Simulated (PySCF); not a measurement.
# Te: excitation energy

Te [Kr] 4d10 5s2 5p4 (3P) → Te [Kr] 4d10 5s1 5p5 (3P), as a difference of total energies. Calculation: PySCF 2.14, in aug-cc-pwCVTZ-DK3; scalar relativity by spin-free X2C-1e. Correlated levels: valence: [Kr] 4d10 frozen; valence and next inner shell: [Ar] 3d10 frozen. The calculations carry no spin-orbit coupling.

```csv
method,excitation energy (eV)
UHF,9.979
LDA,9.257
PBE,9.164
PBE0,9.400
r2SCAN,9.239
HSE06,9.402
B2PLYP,9.294
BLYP,9.196
MP2 (valence),9.223
SCS-MP2 (valence),9.127
MP2 (valence and next inner shell),9.300
SCS-MP2 (valence and next inner shell),9.180
```

Question: How much does correlation contribute at MP2 (valence and next inner shell)?

Answer: 9.300 − (9.979) = -0.679 eV, measured against UHF.

A first-order spin-orbit estimate (lowest level to lowest level, LS coupling) adds -0.026 eV.

The upper state lies above the first ionisation limit, where it may autoionise and the basis confines it.
